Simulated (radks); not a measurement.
Numerical settings for the nitrogen ion N+, [He] 2s2 2p2. Calculated with a radial shooting solver on a logarithmic mesh with Libxc functionals: scalar-relativistic Kohn-Sham, BLYP, spin-polarised, spherical densities, finite nucleus; open shells are filled with parallel spins first; Fermi nuclear charge, rms radius 2.5582 fm. The defaults (mesh step 0.008 in ln r, mesh end at 40 bohr or more with all orbitals vanishing there, Anderson mixing 0.5 over 9 steps, residual threshold near 1e-9 with the energy settled to 1e-9 hartree or 1e-11 of itself, here a cap of 88 iterations) give E = -54.0840 hartree and 2p at -21.915 eV in 43 iterations. Run on one thread of a shared host, so times are rough (Arm Neoverse N1): 0.25 s of CPU time, 0.25 s wall, 43 iterations on 2189 mesh points. Changes against that run (0 stands for a change within the tolerance of the run):

| setting | iterations | converged | E (mhartree) | e(2p) (meV) | CPU (s) |
|---|---|---|---|---|---|
| mesh step in ln r 0.012 | 24 | yes | 0 | 0 | 0.11 |
| mesh step in ln r 0.03 | 15 | yes | 0 | 0 | 0.04 |
| mesh step in ln r 0.02 | 18 | yes | 0 | 0 | 0.06 |
| mesh end (bohr) 400 | 40 | yes | 0 | 0 | 0.24 |
| mesh end (bohr) 1 | 31 | level above zero | +2.08e+04 | +1.58e+05 | 0.15 |
| residual threshold 1e-16 | 88 | no | 0 | 0 | 0.46 |
| residual threshold 0.001 | 8 | yes | 0 | -0.386 | 0.06 |
| mixing 1.5 | 88 | no | 0 | -8.6 | 0.55 |
| linear mixing, mixing 0.5 | 16 | no | -1.71e+05 | -0.204 | 0.1 |
| linear mixing, mixing 0.05 | 88 | no | +0.00156 | -95.5 | 0.49 |
| mixing history 3 | 88 | no | +143 | +1.84e+04 | 0.47 |
| iteration cap 3 | 3 | no | +0.336 | -393 | 0.02 |

Settled on a wrong energy, with an occupied level pushed above zero by the early mesh end: mesh end (bohr) 1 (+20.8 hartree). Apart from these: no run marked as converged misses the energy by more than 1 mhartree. A mesh that ends early acts as a hard wall.
